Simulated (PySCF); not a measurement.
SMILES c1cc(c(-c2ccsc2)cc1)OC, GFN2-xTB optimised geometry. Atoms within 1.6 Å of the plane z = 0.0 Å (x, y, z in Å): C1 (-3.18, -1.13, -0.13), O2 (-1.78, -1.07, -0.02), C3 (-1.17, 0.15, 0.00), C4 (-1.85, 1.36, 0.00), C5 (-1.16, 2.56, 0.00), C6 (0.22, 2.56, 0.00), C7 (0.91, 1.36, 0.00), C8 (0.24, 0.15, 0.00), C9 (1.01, -1.10, -0.01), C10 (2.23, -1.26, -0.73), C11 (2.77, -2.49, -0.59), S12 (1.82, -3.50, 0.43), C13 (0.68, -2.24, 0.66), H14 (-3.42, -2.19, -0.18), H15 (-3.53, -0.63, -1.04), H16 (-3.67, -0.69, 0.74), H17 (-2.93, 1.37, -0.01), H18 (-1.71, 3.48, 0.00), H19 (0.76, 3.50, 0.01), H20 (1.99, 1.37, 0.01), H21 (2.66, -0.49, -1.35), H22 (3.67, -2.88, -1.02), H23 (-0.17, -2.41, 1.29).

Method: CAM-B3LYP/def2-SVP in PySCF. Cells within 0.4 Å of a nucleus heavier than hydrogen are left out (blank, or x).

Map of the deformation density (molecule minus spherical neutral atoms) (e/bohr³) on the plane z = 0.0 Å:

```
|2222222222222222222222222|
|2222222222222222222222222|
|2222222222222222222222222|
|2222222222222222222222222|
|2222222211111111222222222|
|2222222137212631222222222|
|2222222139443941222222222|
|222222111xx9xx11122222222|
|2222212239322942212222222|
|22222158xx1005x8612222222|
|22222135x81017x5312222222|
|2222211129x44931112222222|
|222211100xx9xx10112222222|
|2221231116112841112222222|
|22211xx5xx0013x5312222222|
|22211541172114x2122222222|
|2221274112212430022222222|
|2222122122221210131122222|
|2222212222222221352122222|
|2222222222222222211122222|
|2222222222222224201222222|
|2222222222222222212222222|
|2222222222222222222222222|
|2222222222222222222222222|
|2222222222222222222222222|
```
Scale: ten equal steps from -0.031 (start of '0') to 0.102 (end of '9'), in the order '0123456789'; x runs from -6.00 to 6.00, y from -6.00 (bottom) to 6.00 (top).
